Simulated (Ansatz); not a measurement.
`[F][In]([F])[Cl]` + silanol → `[F][In]([Cl])[O][SiH3]` + H–F at 500 K and 1 bar (ligand exchange at the In–F bond).

Gas-phase electronic energies from Ansatz, PBE0-D4/def2-TZVP geometries. CBS: MP2 limit from def2 TZ/QZ plus the TZ coupled-cluster correction, frozen cores. This one scheme is used for every species. def2 core potentials past Kr. For In outer-core shells are correlated without core-valence functions, which leaves a few kJ/mol of doubt a bond. Each species was taken in one conformer, which may not be the lowest.

```csv
species,CCSD(T)/CBS energy (Eh),H − E (kJ/mol),S (J/(mol·K))
`[F][In]([F])[Cl]`,-849.27843,44.2,367.9
`O[SiH3]`,-366.69042,127.5,292.9
`[F][In]([Cl])[O][SiH3]`,-1115.57293,133.6,475.2
H–F,-100.39570,39.4,188.7
```

H − E and S are ideal-gas, rigid-rotor, harmonic terms from PBE0-D4/def2-TZVP, for one conformer and one mirror image of each species. 1 Eh = 2625.50 kJ/mol, R = 8.31446 J/(mol·K).

Task: By hand: ΔE, ΔH, ΔS and ΔG.

Result: ΔE = (-1115.57293) + (-100.39570) − (-849.27843) − (-366.69042) = 0.00022 Eh = 0.6 kJ/mol. Δ(H − E) = 133.6 + 39.4 − 44.2 − 127.5 = 1.3, so ΔH = 1.9 kJ/mol. ΔS = 475.2 + 188.7 − 367.9 − 292.9 = 3.1 J/(mol·K). ΔG = 1.9 − 500 × (3.1)/1000 = 0.3 kJ/mol.

Task: By hand: the equilibrium constant, and the temperature at which ΔG would vanish if ΔH and ΔS stayed fixed.

Result: log₁₀ K = −ΔG/(RT ln 10) = 0.0. ΔG = 0 at ΔH/ΔS = 613 K, though so small a ΔH makes that figure unsure.

TΔS isn't small against ΔH here. The sign of ΔG lies within the doubt. A doubt of 5 kJ/mol in ΔE shifts log₁₀ K by 0.5 here. Other conformers and mirror images would add mixing entropy, several J/(mol·K) or more a flexible species. Modes under 60 cm⁻¹, often nearly free rotors, make the harmonic entropy too high. These are equilibria of isolated gas molecules and say nothing of rates. Largest T1 diagnostic: 0.016 (customary marks: 0.02 for closed shells, 0.045 for open ones).
